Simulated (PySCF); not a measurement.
Job file and geometry (Å, from PBE0-D3(BJ)/def2-SVP) of an NMR shielding run on `C=C[Si](C=C)(C=C)N1CCCC1`, C10H17NSi, GIAO B3LYP/pcSseg-1 NMR shielding, non-relativistic, gas phase (PySCF 2.14.0, density-fitted response routines); density fitting, a coarse starting grid and PySCF grid level 2 are the driver's defaults:

```
$ OMP_NUM_THREADS=2 python probes_run.py task.json out

{"job": {"kind": "nmr", "xc": "B3LYP", "basis": "pcSseg-1", "pop": false}, "charge": 0, "multiplicity": 1}
Si     0.345505     0.933618     0.189212
C      0.274471     1.198322     2.046583
C     -0.462731     0.417021     2.844566
H      0.820206     2.037226     2.499931
H     -1.032585    -0.424808     2.432744
H     -0.538457     0.577870     3.926313
C      2.137589     0.926204    -0.357610
C      3.178497     0.884168     0.482661
H      2.348129     0.910611    -1.436494
H      3.036428     0.882288     1.569744
H      4.216846     0.844121     0.132833
C     -0.576109     2.314024    -0.675777
C      0.022803     3.276189    -1.387377
H     -1.667776     2.366054    -0.561774
H      1.109417     3.294928    -1.531494
H     -0.537853     4.093237    -1.856222
N     -0.414223    -0.571185    -0.225185
C     -1.650980    -0.733841    -0.979168
C     -1.636235    -2.199142    -1.408079
C     -0.895862    -2.874553    -0.259609
C      0.198501    -1.862581     0.065952
H     -1.701570    -0.051533    -1.844485
H     -2.545743    -0.527173    -0.357006
H     -1.061613    -2.312089    -2.342348
H     -2.644252    -2.602769    -1.583858
H     -1.570151    -2.993264     0.605166
H     -0.497891    -3.868228    -0.512481
H      0.532129    -1.933463     1.115911
H      1.093992    -2.043473    -0.562138
```

Task: Write the output of this run.

Result: 
```
coarse grid: 24088 points
cycle   1  E = -735.2611884434  dE =  1.185e+00  |g| = 6.624e-01  |ddm| = 4.888e+00
cycle   2  E = -735.2003176530  dE =  6.087e-02  |g| = 8.324e-01  |ddm| = 1.481e+00
cycle   3  E = -735.3725955188  dE = -1.723e-01  |g| = 1.423e-01  |ddm| = 9.864e-01
cycle   4  E = -735.3769367181  dE = -4.341e-03  |g| = 4.700e-02  |ddm| = 1.692e-01
cycle   5  E = -735.3774247992  dE = -4.881e-04  |g| = 1.665e-02  |ddm| = 4.835e-02
cycle   6  E = -735.3774840354  dE = -5.924e-05  |g| = 6.305e-03  |ddm| = 1.843e-02
cycle   7  E = -735.3774937172  dE = -9.682e-06  |g| = 9.297e-04  |ddm| = 5.790e-03
final grid: 226328 points
cycle   8  E = -735.4721928425  dE = -6.423e-05  |g| = 8.495e-03  |ddm| = 4.272e-02
cycle   9  E = -735.4721829655  dE =  9.877e-06  |g| = 1.057e-02  |ddm| = 1.706e-02
cycle  10  E = -735.4722116548  dE = -2.869e-05  |g| = 1.084e-03  |ddm| = 1.004e-02
cycle  11  E = -735.4722118897  dE = -2.349e-07  |g| = 4.036e-04  |ddm| = 1.176e-03
cycle  12  E = -735.4722119257  dE = -3.603e-08  |g| = 1.330e-04  |ddm| = 4.555e-04
cycle  13  E = -735.4722119300  dE = -4.240e-09  |g| = 4.489e-05  |ddm| = 1.712e-04
cycle  14  E = -735.4722119304  dE = -4.745e-10  |g| = 1.356e-05  |ddm| = 4.539e-05
converged SCF energy = -735.4722119304

GIAO shielding tensors (ppm)
atom      isotropic    diamagn.    paramagn.     s11        s22        s33       span
  0 Si     363.453     887.035    -523.582    339.036    360.872    390.451     51.415
  1 C       35.759     265.523    -229.763    -87.408     31.030    163.657    251.065
  2 C       36.107     256.227    -220.120    -93.757     42.406    159.673    253.429
  3 H       25.269      31.924      -6.655     23.019     25.312     27.477      4.458
  4 H       25.311      35.907     -10.595     22.486     23.759     29.689      7.203
  5 H       25.095      28.722      -3.627     22.417     24.332     28.537      6.120
  6 C       33.709     265.886    -232.177    -87.386     22.178    166.335    253.722
  7 C       33.728     254.369    -220.640    -97.027     40.277    157.935    254.962
  8 H       25.053      34.636      -9.584     21.588     25.896     27.673      6.085
  9 H       25.330      33.259      -7.930     21.700     24.172     30.117      8.417
 10 H       25.034      28.739      -3.706     21.690     24.554     28.857      7.167
 11 C       33.098     264.296    -231.199    -91.056     24.184    166.165    257.220
 12 C       37.691     252.745    -215.054    -88.214     43.226    158.061    246.274
 13 H       25.020      33.452      -8.432     21.394     25.000     28.666      7.272
 14 H       25.418      31.804      -6.386     22.055     24.037     30.160      8.105
 15 H       25.208      27.696      -2.488     22.122     24.366     29.136      7.014
 16 N      227.256     332.821    -105.565    155.165    242.085    284.518    129.353
 17 C      127.279     242.818    -115.539    100.688    122.682    158.466     57.778
 18 C      147.585     251.530    -103.946    126.644    157.076    159.034     32.390
 19 C      147.619     251.425    -103.805    126.072    157.865    158.921     32.849
 20 C      129.152     243.921    -114.769    103.412    125.175    158.870     55.458
 21 H       28.162      32.250      -4.087     22.772     28.631     33.083     10.311
 22 H       28.223      32.132      -3.909     22.606     26.873     35.192     12.585
 23 H       29.776      31.429      -1.653     25.384     27.594     36.351     10.968
 24 H       29.649      28.703       0.946     25.526     26.667     36.754     11.228
 25 H       29.714      31.518      -1.804     25.153     27.806     36.181     11.028
 26 H       29.611      29.078       0.532     25.438     26.679     36.714     11.276
 27 H       28.329      33.399      -5.070     23.675     28.438     32.874      9.199
 28 H       28.506      32.974      -4.468     22.442     28.037     35.039     12.597
```

Task: Turn these shieldings into chemical shifts. Referencing at the same level of theory: $^{29}$Si (σref 337.86) and $^{13}$C (σref 179.24) and $^{1}$H (σref 31.38) vs TMS; $^{15}$N (σref 263.54) vs NH3.

Result: Averaging equivalent atoms: Si 0: -25.6; C 1/6/11: 145.0; C 2/7/12: 143.4; C 17/20: 51.0; C 18/19: 31.6; H 3/8/13: 6.27; H 4/5/9/10/14/15: 6.15; H 21/22/27/28: 3.08; H 23/24/25/26: 1.70; N 16: 36.3 ppm. Experimental scales use liquid or dissolved standards, which lie at an offset from isolated NH3 (liquid NH3: subtract about 20 ppm).

Size and cost of the density-fitted run: 296 basis functions; peak memory 2.3 GiB.
